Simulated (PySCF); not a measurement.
**Which determinant of ZnSe⁺ lies lowest?**

Unrestricted PBE0; PySCF, no relativity, basis sets Zn pcseg-1, Se pcseg-1. Outer shells of the fragments: Zn+ 3d10 4s1; Se 3d10 4s2 4p4.

Followed along the bond (rough minima from three points):

| 2Ms+1 | unpaired | ⟨S²⟩ at the start | R at minimum (Å) | Te (eV) |
| --- | --- | --- | --- | --- |
| 2 | π ↑ | 0.76 | 2.29 | 0.00 |
| 4 | σ ↑, π ↑↑ | 3.76 | 2.72 | 0.55 |
| 2 | σ ↓, π ↑↑ | 1.75 | 2.70 | 0.75 |
| 2 | σ ↑, π ↑↓ | 1.76 | 2.70 | 1.08 |

Solutions found at the starting distance of 2.405 Å, counted from the lowest of them; the search is not exhaustive and high or unbound solutions are not listed, so other states can lie among these:

| 2Ms+1 | unpaired | term | E (eV) | ⟨S²⟩ | ⟨Lz²⟩ | μ (D) |
| --- | --- | --- | --- | --- | --- | --- |
| 2 | π ↑ | ²Π | 0.00 | 0.76 | 1.01 | -5.79 |
| 4 | σ ↑, π ↑↑ | ⁴Σ⁻ | 0.68 | 3.76 | 0.00 | -0.78 |
| 2 | σ ↓, π ↑↑ | mixed | 0.87 | 1.75 | 0.00 | -0.89 |
| 2 | σ ↑, π ↑↓ | mixed | 1.20 | 1.76 | 2.01 | -0.85 |
| 2 | σ ↑ | mixed | 2.46 | 0.75 | 2.00 | -0.85 |
| 4 | σ ↑↑, π ↑ | ⁴Π | 2.52 | 3.75 | 1.01 | -2.16 |

A term symbol is given only where ⟨S²⟩ and ⟨Lz²⟩ are close to those of a pure state; real π, δ and φ orbitals otherwise mix terms. A positive dipole points towards Se; it is taken about the centre of mass and depends on that origin.

Compare the gap between the two lowest followed solutions at the starting distance with the gap between their minima.

At PBE0 the second solution (quartet, unpaired electrons σ ↑, π ↑↑) lies +0.68 eV from the first (doublet, unpaired electrons π ↑) at 2.405 Å and +0.55 eV at the minima; the two curves relax by different amounts, since their minima lie near 2.72 and 2.29 Å.

Spin–orbit coupling is left out. Counting both spins, an empty level lies below a filled one in some of these solutions, because spin and occupation are held.
